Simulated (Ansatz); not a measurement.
Reaction (ligand exchange at the Si–Br bond): `CO[Si](C)(N)Br` + H–F → `CO[Si](C)(N)F` + HBr

Gas-phase electronic energies from Ansatz, PBE0-D4/def2-TZVP geometries. CCSD(T)/CBS is the MP2 limit (def2-TZVPP, def2-QZVPP) plus CCSD(T) − MP2 in def2-TZVPP, frozen cores. This one scheme is used for every species. DFT in def2-TZVPP. B3LYP here is the variant with VWN-RPA as its local correlation; programs differ in this. For Br outer-core shells are correlated without core-valence functions, which leaves a few kJ/mol of doubt a bond. Scalar relativity is left out up to krypton. Each species was taken in one conformer, which may not be the lowest.

Q: Is it downhill or uphill in electronic energy at CCSD(T)/CBS, and by how much? (An estimate is asked.)

A: Ansatz gave: Downhill: ΔE = -0.47 eV.

Q: What do these levels give: PBE0-D4, B3LYP-D4, ωB97X-V, ωB97M-V, PBE, MP2/CBS(def2)? (Estimate.)

A: Computed: PBE0-D4 -0.44, B3LYP-D4 -0.55, ωB97X-V -0.54, ωB97M-V -0.53, PBE -0.50, MP2/CBS(def2) -0.37 eV.

Largest T1 diagnostic among the species: 0.011.

The D4 term adds +0.11 eV with B3LYP and +0.06 eV with PBE0; it sums over pairs of atoms, weighted by their polarisabilities, and B3LYP, whose exchange is more repulsive, gets the larger term. In def2-TZVPP, CCSD(T) changes the Hartree–Fock value by +0.18 eV (the triples alone add +0.04 eV) and MP2 by +0.28 eV.
